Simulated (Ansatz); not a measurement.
System: C$_{3}$H$_{4}$NSSi (charge -1, singlet). It need not be the lowest isomer of its formula. Whether it binds its extra electron was not tested at this geometry. 
Geometry from a B3LYP-D3(BJ)/def2-TZVP (Ansatz, a program for electronic structure) optimisation:
```
C
N 1 1.3156
C 2 1.3679 1 113.42
C 3 1.3622 2 116.53 1 0.57
H 4 1.0781 3 128.05 2 178.93
H 3 1.0837 4 124.39 5 -0.59
S 4 1.7272 5 123.13 3 179.94
Si 1 1.9300 2 127.66 3 -171.25
H 8 1.5275 1 96.16 2 -66.49
H 8 1.5320 9 96.19 1 95.79
```
Charge -1, spin multiplicity 1.

Basis-set convergence of Hartree-Fock and CCSD correlation energies (hartree) with Ansatz. Valence correlation only, unless marked. Spin-orbit coupling is left out. No relativistic terms.

```tsv
basis	functions	E(HF)	E(corr, CCSD)
aug-cc-pV(D+d)Z	192	-856.84360	-0.88092
aug-cc-pV(T+d)Z	386	-856.90260	-1.03193
aug-cc-pV(Q+d)Z	682	-856.91829	-1.07806
```

Extrapolating the two largest sets (X = 3 and 4) as X^-3: E(corr) = (64·(-1.07806) - 27·(-1.03193))/37 = -1.1117 Eh, an estimate of the basis-set limit. The largest set recovers 97.0 % of it, the smallest 79.2 %.
